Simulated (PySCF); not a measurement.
# RuO⁺: energy against distance

Set-up: Ru def2-TZVPPD with ECP28, O def2-TZVPPD; scalar-relativistic core potentials (PySCF 2.14). Energies in eV from Ru⁺ (4d7) + O in their ground configurations at the same level. All curves are PBE0. state 1: ⁴Δ (quartet), unpaired electrons π ↑↑, δ ↑; state 2: ⁶Σ⁺ (sextet), unpaired electrons σ ↑, π ↑↑, δ ↑↑, a second solution, started from another occupation; state 3: Ms = 0.5 determinant of mixed spin (⟨S²⟩ near 1.8), unpaired electrons π ↑↓, δ ↑, a mixture of terms (⟨Lz²⟩ = 6.0), a second solution, started from another occupation.

| R (Å) | state 1 | state 2 | state 3 |
| --- | --- | --- | --- |
| 1.424 | -1.420 | -0.283 | -0.773 |
| 1.490 | -2.623 | -1.709 | -1.980 |
| 1.557 | -3.285 | -2.587 | -2.649 |
| 1.606 | -3.518 | -2.980 | -2.889 |
| 1.656 | -3.579 | -3.200 | -2.960 |
| 1.706 | -3.508 | -3.287 | -2.904 |
| 1.772 | -3.267 | -3.254 | -2.690 |
| 1.855 | -2.808 | -3.054 | -2.304 |
| 1.954 | -2.142 | -2.690 | -1.815 |
| 2.087 | -1.234 | -2.146 | -1.245 |

**Question.** Put a parabola through the three lowest points of the state 1 curve and estimate Re, k and ωe (reduced mass 13.82 u; 1 eV/Å² = 0.16022 mdyn/Å; ωe = 1302.8·√(k/μ) cm⁻¹).

**Answer.** Through R = 1.606, 1.656, 1.706 Å the second-order coefficient is 26.4 eV/Å², so Re ≈ 1.654 Å, k ≈ 8.46 mdyn/Å and ωe ≈ 1019 cm⁻¹. A polynomial fit of higher order to the unrounded PBE0 energies gives Re = 1.652 Å, k = 8.66 mdyn/Å, ωe = 1031 cm⁻¹; anharmonicity and rounding make the difference.

The higher-order fit for each curve: state 1: Re = 1.652 Å, ωe = 1031 cm⁻¹, De = 3.58 eV; state 2: Re = 1.723 Å, ωe = 843 cm⁻¹, minimum 3.29 eV below the ground-state fragments; state 3: Re = 1.656 Å, ωe = 1007 cm⁻¹, minimum 2.96 eV below the ground-state fragments.

The metal atom is held in its measured ground configuration; semilocal functionals can put another filling of s and d lower by some tenths of an eV, and De to that atom would be smaller. ⟨S²⟩ of the unrestricted solution departs from its pure value on part of the curve, where spin states mix. These are scalar-relativistic numbers at best; spin–orbit coupling would shift them, the dissociation energy most. For an ion De counts to the pair picked by the measured ionisation energies or electron affinities, which need not be the lowest pair at this level. The state is the lowest single determinant that the PBE0 search found; with open d or f shells the true ground state can be another one.
